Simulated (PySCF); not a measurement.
Molecule: SMILES O=C([O-])C(F)(F)F, [C$_{2}$F$_{3}$O$_{2}$]-.

Bonds (- single, = double, # triple, : aromatic): O1=C2, C2-O3, C2-C4, C4-F5, C4-F6, C4-F7. Formal charges: O3 -1.

Total charge -1.

Coordinates of the point at 0° (Å):
```xyz
7

O     1.317   -1.195   -0.607
C     1.027   -0.184    0.009
O     1.660    0.653    0.629
C    -0.599    0.111   -0.005
F    -1.329   -0.895    0.545
F    -0.977    1.226    0.668
F    -1.099    0.270   -1.259
```

The dihedral O3–C2–C4–F6 is held at the listed angle and the rest relaxed with GFN2-xTB; couplings at B3LYP/pcJ-1 (PySCF, gas phase, non-relativistic), for fixed nuclei without averaging.

Q: How do the three-bond couplings across the rotated bond vary?

A: 
```tsv
held angle (°)	O3,F5: φ (°), J (Hz)	O3,F7: φ (°), J (Hz)	O3,F6: φ (°), J (Hz)	O1,F5: φ (°), J (Hz)	O1,F7: φ (°), J (Hz)	O1,F6: φ (°), J (Hz)
0	-120, -4.1	120, -4.1	0, 0.9	60, 2.2	-60, 2.2	180, -11.2
30	-90, 0.5	151, -9.3	30, 1.6	90, 0.5	-30, 1.6	-151, -9.3
60	-59, 2.2	-180, -11.3	60, 2.2	120, -4.1	0, 0.9	-120, -4.1
90	-30, 1.5	-150, -9.2	90, 0.5	151, -9.3	30, 1.6	-89, 0.5
120	0, 0.8	-121, -4.2	120, -4.1	180, -11.3	59, 2.2	-60, 2.2
150	29, 1.5	-90, 0.4	150, -9.2	-151, -9.4	89, 0.5	-31, 1.6
180	60, 2.2	-60, 2.2	-180, -11.3	-120, -4.1	120, -4.1	0, 0.8
210	90, 0.3	-29, 1.5	-150, -9.2	-89, 0.5	151, -9.4	30, 1.6
240	121, -4.2	0, 0.8	-120, -4.1	-59, 2.1	-180, -11.2	60, 2.2
270	150, -9.3	30, 1.5	-90, 0.4	-30, 1.6	-151, -9.3	89, 0.5
300	180, -11.3	59, 2.2	-60, 2.2	0, 0.9	-121, -4.2	120, -4.1
330	-151, -9.3	90, 0.5	-30, 1.6	30, 1.6	-90, 0.5	151, -9.3
```

Q: Fit a Karplus curve A cos²φ + B cos φ + C to ³J(O3,F5).

A: A = -5.7, B = 6.2, C = 0.4 Hz; rms residual 0.1 Hz. The plain average over the scan is -2.4 Hz.

Q: Fit a Karplus curve A cos²φ + B cos φ + C to ³J(O3,F7).

A: A = -5.7, B = 6.2, C = 0.5 Hz; rms residual 0.1 Hz. The plain average over the scan is -2.4 Hz.
